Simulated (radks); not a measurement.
Values are calculated unless marked as measured or tabulated.
Ionisation of the arsenic ion As2+, [Ar] 3d10 4s2 4p1, to As3+, [Ar] 3d10 4s2, under several functionals. Scalar-relativistic Kohn-Sham, spin-polarised, spherical densities, finite nucleus; open shells are filled with parallel spins first; a radial shooting solver on a logarithmic mesh with Libxc functionals.

functional,E(As2+) (hartree),Exc (hartree),IE (eV),-e(HOMO) (eV),<r> HOMO (bohr),IE error (eV)
HCTH/407,-2261.30153,-84.68779,28.125,23.394,2.116,-0.224
TASK exchange with Perdew-Wang LDA correlation,-2259.48155,-82.66386,27.844,23.501,2.100,-0.505
RPBE,-2260.04094,-83.29688,27.895,23.138,2.143,-0.454
OLYP,-2260.78279,-84.11526,27.784,23.062,2.139,-0.565
BLYP,-2260.22711,-83.47709,28.002,23.083,2.140,-0.347
"LDA (Slater exchange, Perdew-Zunger correlation)",-2256.73416,-79.93496,28.266,23.358,2.128,-0.083
Wu-Cohen GGA,-2259.30604,-82.54985,28.083,23.264,2.130,-0.266

NIST Atomic Spectra Database: 28.35 eV (measured). Closest: LDA (Slater exchange, Perdew-Zunger correlation). The Delta-SCF values span 0.48 eV, the total energies 4.57 hartree. The highest occupied level is 4p. Open shells are spherical and high-spin; term and fine-structure splittings are not resolved.
